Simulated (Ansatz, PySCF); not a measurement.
Spin states of Cl2W (SMILES [Cl][W][Cl]), each relaxed with B3LYP-D3(BJ)/def2-TZVP.
State 1 (charge 0, multiplicity 5):
```xyz
3

W      0.48332     0.11060     0.02504
Cl    -0.41163     1.52639    -1.53034
Cl    -0.10486    -1.58962     1.43498
```
State 2 (charge 0, multiplicity 3):
```xyz
3

W     -0.008     0.016    -0.023
Cl    -0.171     1.624    -1.555
Cl     0.145    -1.593     1.507
```

Singlets are restricted, other states unrestricted; no spin–orbit coupling, no relativity up to Kr; see below for the cores. The largest T1 diagnostic is 0.024.

Run with Ansatz (Gaussian basis) for Hartree–Fock, density functionals and correlated methods; PySCF for the dispersion terms. Values without a source in brackets are computed. In def2 rows elements past Kr take small-core potentials, without spin–orbit coupling.

Question: Estimate the energy of the multiplicity-3 state less that of the multiplicity-5 state that wB97M-V/def2-TZVPP returns for this input.

Answer: 3.6 kcal/mol

Question: Predict the energy of the multiplicity-3 state less that of the multiplicity-5 state from SVWN5/def2-TZVPP.

Answer: 0.2 kcal/mol

Question: Predict the energy of the multiplicity-3 state less that of the multiplicity-5 state from BLYP-D3(BJ)/def2-TZVPP.

Answer: 0.9 kcal/mol

Ansatz is a quantum-chemistry and plane-wave program.
